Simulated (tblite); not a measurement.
Species: C8H9F3.
Cartesian coordinates in Å at the GFN2-xTB level; atoms count from 1:
```xyz
20
C8H9F3 angstrom
C      3.003    0.867    0.000
C      2.008    0.029   -0.225
C      0.631    0.200    0.314
C      0.003   -1.062    0.957
C     -1.080   -1.033   -0.085
C     -2.153   -1.751   -0.335
C     -0.489    0.183   -0.763
C     -1.384    1.401   -0.758
F     -2.438    1.264   -1.580
F     -1.883    1.676    0.456
F     -0.735    2.510   -1.157
H      2.873    1.752    0.601
H      3.986    0.706   -0.408
H      2.156   -0.852   -0.836
H      0.580    1.081    0.954
H     -0.347   -0.927    1.979
H      0.637   -1.947    0.918
H     -2.420   -2.590    0.285
H     -2.806   -1.525   -1.161
H     -0.145    0.030   -1.788
```

Computed with GFN2-xTB (tblite): harmonic, unscaled wavenumbers at the GFN2-xTB geometry, gas phase. Against measured fundamentals such values can be off by several per cent, at times by over 20. One conformer, not necessarily the lowest.

Harmonic wavenumbers (cm⁻¹): 31.1, 40.9, 56.4, 110.7, 141.3, 238.8, 282.4, 299.2, 344.2, 383.3, 402.4, 438.4, 474.1, 521.8, 586.9, 663.9, 676.4, 696.4, 850.3, 866.7, 903.3, 907.6, 933.2, 944.5, 970.5, 1021.6, 1031.7, 1039.7, 1047.4, 1054.4, 1081.0, 1138.5, 1185.8, 1188.0, 1200.2, 1214.5, 1226.6, 1251.5, 1283.7, 1316.0, 1398.6, 1416.3, 1443.4, 1714.3, 1775.5, 2964.3, 2984.4, 2996.3, 3013.0, 3055.7, 3105.1, 3105.8, 3133.9, 3134.2.

A = 1436, B = 946.4, C = 670.5 MHz; mass 162.066 u (most abundant isotopes); point group C1, symmetry number 1.

Task: What is the zero-point energy?

Result: ½Σν̃ = 32643 cm⁻¹ = 93.33 kcal/mol.

Task: What is S at 500 K and 1 bar for an ideal gas of classical rigid rotors and harmonic oscillators?

Result: Translation 43.75, rotation 31.79, vibration 58.14: S = 133.7 cal/(mol K).

Task: And Cp and H(500 K) − H(0)?

Result: Cp = 63.53 cal/(mol K), of which vibrations give 55.58 (their classical limit is 54 R = 107.3); H(500 K) − H(0) = 18.39 kcal/mol without the zero-point energy, 14.41 from vibrations.

Task: Which modes carry the vibrational entropy at 500 K?

Result: 31.1 cm⁻¹: 6.78; 40.9 cm⁻¹: 6.24; 56.4 cm⁻¹: 5.60; 110.7 cm⁻¹: 4.27; 141.3 cm⁻¹: 3.79; 238.8 cm⁻¹: 2.77 cal/(mol K); the other 48 give 28.68 together.

Task: Blend soft modes into free rotors: weight 1/[1 + (100 cm⁻¹/ν̃)⁴] for the oscillator and the rest for a rotor with moment μB/(μ + B), μ = h/(8π²ν), B = 10⁻⁴⁴ kg m². What vibrational entropy results?

Result: 51.90 cal/(mol K) in place of 58.14, which changes −T·S at 500 K by +3.12 kcal/mol.

Hindered rotation and anharmonicity are outside this model. Other conformers, if any are populated, would add a mixing term that is left out. The structure is chiral; the term R ln 2 for an equal mix with its mirror image is left out.
